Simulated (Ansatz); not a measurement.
Reaction (redistribution): `[NH2][Zr]([NH2])([Cl])[Cl]` + `C=N[SiH](O)F` → `[NH2][Zr]([F])([Cl])[Cl]` + `C=N[SiH](N)O`

Isolated molecules relaxed with PBE0-D4/def2-TZVP in Ansatz; ΔE leaves out vibrations. CCSD(T)/CBS adds triple-zeta CCSD(T) − MP2 to the extrapolated MP2 energy (def2 sets, frozen cores). DFT in def2-TZVPP. def2 core potentials past Kr. For Zr outer-core shells are correlated without core-valence functions, which leaves a few kJ/mol of doubt a bond. Each species was taken in one conformer, which may not be the lowest.

| level | ΔE (kcal/mol) | difference from CCSD(T)/CBS |
| --- | --- | --- |
| PBE-D4 | -6.5 | -2.7 |
| r2SCAN-D4 | -5.7 | -1.9 |
| PBE0-D4 | -5.7 | -1.9 |
| ωB97M-V | -5.6 | -1.8 |
| PBE0 | -5.8 | -2.0 |
| HF/def2-TZVPP | -3.6 | 0.2 |
| MP2/def2-TZVPP | -3.6 | 0.2 |
| HF/CBS(def2) | -3.6 | 0.2 |
| MP2/CBS(def2) | -3.6 | 0.2 |
| CCSD/CBS(def2) | -3.7 | 0.1 |
| CCSD(T)/CBS | -3.8 | 0 |

Largest T1 diagnostic among the species: 0.016.

From PBE to PBE0 (25 % exact exchange), in def2-TZVPP and without D4, ΔE moves by +0.8 kcal/mol.
